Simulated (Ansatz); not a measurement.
fluoranthene, `c1ccc2c(c1)-c1cccc3cccc-2c13`. Total charge 0; singlet. Geometry PBE-D4/def2-SVP.

Cartesian coordinates in Å:
```
C -0.295 -2.223 3.024
C 1.048 -1.821 3.124
C 1.613 -0.953 2.171
C 0.816 -0.494 1.116
C -0.556 -0.906 1.013
C -1.107 -1.768 1.968
C -1.136 -0.270 -0.184
C -2.381 -0.272 -0.804
C -2.557 0.498 -1.993
C -1.529 1.255 -2.556
C -0.238 1.277 -1.943
C 0.925 1.988 -2.374
C 2.111 1.895 -1.645
C 2.226 1.105 -0.462
C 1.111 0.402 -0.017
C -0.094 0.506 -0.769
H -0.717 -2.902 3.780
H 1.665 -2.188 3.959
H 2.666 -0.643 2.255
H -2.158 -2.088 1.896
H -3.227 -0.850 -0.402
H -3.544 0.494 -2.480
H -1.709 1.835 -3.474
H 0.882 2.609 -3.282
H 2.997 2.448 -1.995
H 3.186 1.066 0.074
```

The restricted singlet is unstable towards broken spin symmetry in Hartree–Fock (as tested in another run); at HF/STO-3G this wasn't settled.

Problem. Estimate the orbital energies around the gap (eV) in Ansatz with HF/STO-3G, PBE-D4/def2-TZVP, r2SCAN-D4/def2-TZVP, PBE0-D4/def2-SVP, PBE0-D4/def2-TZVP.

Solution. 
```json
{"orbital": "HOMO−13", "HF/STO-3G": "-13.85", "PBE-D4/def2-TZVP": "-10.00", "r2SCAN-D4/def2-TZVP": "-10.40", "PBE0-D4/def2-SVP": "-11.67", "PBE0-D4/def2-TZVP": "-11.64"}
{"orbital": "HOMO−12", "HF/STO-3G": "-13.57", "PBE-D4/def2-TZVP": "-9.67", "r2SCAN-D4/def2-TZVP": "-10.07", "PBE0-D4/def2-SVP": "-11.28", "PBE0-D4/def2-TZVP": "-11.29"}
{"orbital": "HOMO−11", "HF/STO-3G": "-13.11", "PBE-D4/def2-TZVP": "-9.31", "r2SCAN-D4/def2-TZVP": "-9.68", "PBE0-D4/def2-SVP": "-10.90", "PBE0-D4/def2-TZVP": "-10.88"}
{"orbital": "HOMO−10", "HF/STO-3G": "-12.08", "PBE-D4/def2-TZVP": "-8.97", "r2SCAN-D4/def2-TZVP": "-9.31", "PBE0-D4/def2-SVP": "-10.38", "PBE0-D4/def2-TZVP": "-10.39"}
{"orbital": "HOMO−9", "HF/STO-3G": "-11.84", "PBE-D4/def2-TZVP": "-8.50", "r2SCAN-D4/def2-TZVP": "-8.83", "PBE0-D4/def2-SVP": "-10.05", "PBE0-D4/def2-TZVP": "-10.01"}
{"orbital": "HOMO−8", "HF/STO-3G": "-11.61", "PBE-D4/def2-TZVP": "-8.29", "r2SCAN-D4/def2-TZVP": "-8.59", "PBE0-D4/def2-SVP": "-9.80", "PBE0-D4/def2-TZVP": "-9.77"}
{"orbital": "HOMO−7", "HF/STO-3G": "-10.96", "PBE-D4/def2-TZVP": "-8.27", "r2SCAN-D4/def2-TZVP": "-8.58", "PBE0-D4/def2-SVP": "-9.58", "PBE0-D4/def2-TZVP": "-9.58"}
{"orbital": "HOMO−6", "HF/STO-3G": "-10.90", "PBE-D4/def2-TZVP": "-7.92", "r2SCAN-D4/def2-TZVP": "-8.21", "PBE0-D4/def2-SVP": "-9.43", "PBE0-D4/def2-TZVP": "-9.38"}
{"orbital": "HOMO−5", "HF/STO-3G": "-10.82", "PBE-D4/def2-TZVP": "-7.90", "r2SCAN-D4/def2-TZVP": "-8.18", "PBE0-D4/def2-SVP": "-9.38", "PBE0-D4/def2-TZVP": "-9.34"}
{"orbital": "HOMO−4", "HF/STO-3G": "-9.52", "PBE-D4/def2-TZVP": "-7.56", "r2SCAN-D4/def2-TZVP": "-7.81", "PBE0-D4/def2-SVP": "-8.73", "PBE0-D4/def2-TZVP": "-8.74"}
{"orbital": "HOMO−3", "HF/STO-3G": "-8.04", "PBE-D4/def2-TZVP": "-6.66", "r2SCAN-D4/def2-TZVP": "-6.86", "PBE0-D4/def2-SVP": "-7.69", "PBE0-D4/def2-TZVP": "-7.70"}
{"orbital": "HOMO−2", "HF/STO-3G": "-7.11", "PBE-D4/def2-TZVP": "-6.30", "r2SCAN-D4/def2-TZVP": "-6.47", "PBE0-D4/def2-SVP": "-7.20", "PBE0-D4/def2-TZVP": "-7.20"}
{"orbital": "HOMO−1", "HF/STO-3G": "-6.26", "PBE-D4/def2-TZVP": "-5.53", "r2SCAN-D4/def2-TZVP": "-5.67", "PBE0-D4/def2-SVP": "-6.41", "PBE0-D4/def2-TZVP": "-6.41"}
{"orbital": "HOMO", "HF/STO-3G": "-5.85", "PBE-D4/def2-TZVP": "-5.46", "r2SCAN-D4/def2-TZVP": "-5.58", "PBE0-D4/def2-SVP": "-6.26", "PBE0-D4/def2-TZVP": "-6.26"}
{"orbital": "LUMO", "HF/STO-3G": "4.22", "PBE-D4/def2-TZVP": "-2.78", "r2SCAN-D4/def2-TZVP": "-2.70", "PBE0-D4/def2-SVP": "-2.04", "PBE0-D4/def2-TZVP": "-2.07"}
{"orbital": "LUMO+1", "HF/STO-3G": "6.58", "PBE-D4/def2-TZVP": "-1.69", "r2SCAN-D4/def2-TZVP": "-1.54", "PBE0-D4/def2-SVP": "-0.74", "PBE0-D4/def2-TZVP": "-0.86"}
{"orbital": "LUMO+2", "HF/STO-3G": "6.95", "PBE-D4/def2-TZVP": "-1.20", "r2SCAN-D4/def2-TZVP": "-1.02", "PBE0-D4/def2-SVP": "-0.23", "PBE0-D4/def2-TZVP": "-0.30"}
{"orbital": "LUMO+3", "HF/STO-3G": "8.11", "PBE-D4/def2-TZVP": "-0.56", "r2SCAN-D4/def2-TZVP": "-0.34", "PBE0-D4/def2-SVP": "0.53", "PBE0-D4/def2-TZVP": "0.43"}
{"orbital": "LUMO+4", "HF/STO-3G": "9.71", "PBE-D4/def2-TZVP": "0.22", "r2SCAN-D4/def2-TZVP": "0.51", "PBE0-D4/def2-SVP": "1.49", "PBE0-D4/def2-TZVP": "1.29"}
{"orbital": "LUMO+5", "HF/STO-3G": "11.04", "PBE-D4/def2-TZVP": "0.67", "r2SCAN-D4/def2-TZVP": "1.33", "PBE0-D4/def2-SVP": "1.91", "PBE0-D4/def2-TZVP": "1.47"}
```
